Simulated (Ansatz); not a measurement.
This geometry of BrH + ClH5N2OZr (12 atoms, charge 0, multiplicity 1) is a first-order saddle point.

The calculation used RHF/def2-SVP (Ansatz).

```xyz
12
Properties=species:S:1:pos:R:3
Zr -0.366 -0.111 0.008
Cl 0.091 0.082 2.654
O 1.496 -0.244 -0.389
H 2.433 -0.307 -0.431
N -0.903 1.658 -0.830
H -1.839 1.965 -1.030
H -0.255 2.334 -1.197
N -1.113 -1.768 -0.907
H -2.075 -2.056 -0.925
H -0.576 -2.389 -1.487
Br -2.903 -0.131 1.590
H -1.449 0.013 2.482
```

(1) Which two structures does it join? (They come from a converged band through this point; their orientation in space is the band's.)

(2) How far does it lie above each of them?

Answers

(1) Bonds broken: Zr1–Cl2, Br11–H12. Bonds formed: Zr1–Br11, Cl2–H12. BrH + ClH5N2OZr becomes BrH5N2OZr + ClH.

First end point:

```xyz
12
Properties=species:S:1:pos:R:3
Zr 0.152 -0.056 -0.141
Cl 0.150 0.130 2.302
O 1.943 -0.355 -0.765
H 2.831 -0.340 -1.075
N -0.653 1.659 -0.897
H -1.481 1.724 -1.464
H -0.284 2.587 -0.775
N -1.016 -1.598 -0.756
H -1.981 -1.720 -0.493
H -0.732 -2.392 -1.303
Br -3.849 -0.417 2.217
H -2.540 -0.174 2.689
```

Last end point:

```xyz
12
Properties=species:S:1:pos:R:3
Zr -0.658 -0.556 -0.210
Cl 0.113 1.988 2.874
O 1.200 -0.892 0.123
H 2.104 -0.838 0.376
N -1.053 1.372 -0.727
H -1.476 1.704 -1.577
H -0.811 2.167 -0.160
N -1.220 -1.713 -1.780
H -2.153 -1.780 -2.152
H -0.634 -2.363 -2.276
Br -2.088 -1.162 1.906
H -0.784 1.120 3.141
```

(2) 0.81 eV above the first and 0.80 eV above the second. This is the barrier of this one path; another mechanism may lie lower. The orbitals stay closed-shell, which can raise the energy where a bond breaks towards radicals; this wasn't checked here.

Time of the run: 8 min on 4 threads of Arm Neoverse V2, with other jobs on the host, peak memory 0.48 GiB.
